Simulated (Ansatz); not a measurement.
Several settings on one geometry of Ag₃ (the lowest doublet isomer of a short search) (that of the charge 0 doublet, PBE-D4/def2-TZVP). Ansatz on 4 threads of Arm Neoverse V1 on a shared host; times are rough.

```csv
atom,x (Å),y (Å),z (Å)
Ag1,0.437,-0.874,-1.363
Ag2,-1.216,0.772,-0.116
Ag3,0.780,0.102,1.479
```

Totals from different functionals, basis sets or treatments of relativity can't be compared as stabilities.

In the def2 sets Ag takes a core potential; there is no spin–orbit coupling.

Scalar relativity in a set contracted without it gives distorted totals.

The spins typed aren't always the lowest for that charge.

(1) Give the basis size and estimate the energy, ⟨S²⟩, dipole and time of these runs.

| run | method | charge | state | further keys |
| --- | --- | --- | --- | --- |
| 1 | ROKS PBE0-D3(BJ)/def2-TZVP | 0 | doublet | forces asked |
| 2 | UKS PBE-D4/def2-mTZVP | 0 | doublet | scf: {lower_state_search: light}; forces asked |
| 3 | RKS r2SCAN-D3(BJ)/def2-SVP | -1 | singlet | pseudopotentials: {relativity: scalar}; scf: {lower_state_search: full} |

Answers

(1) 
| run | functions | energy (Eh) | ⟨S²⟩ | dipole (D) | wall time |
| --- | --- | --- | --- | --- | --- |
| 1 | 120 | -440.9866 | – | 0.68 | 13 s |
| 2 | 99 | -441.0508 | 0.75 | 0.75 | 6 s |
| 3 | 93 | -441.0818 | – | – | 12 s |

The highest occupied level of an anion often lies above zero with these methods, and sets without diffuse functions describe the outer electron poorly. A triplet lies near this restricted singlet, and broken spin symmetry wasn't tried.
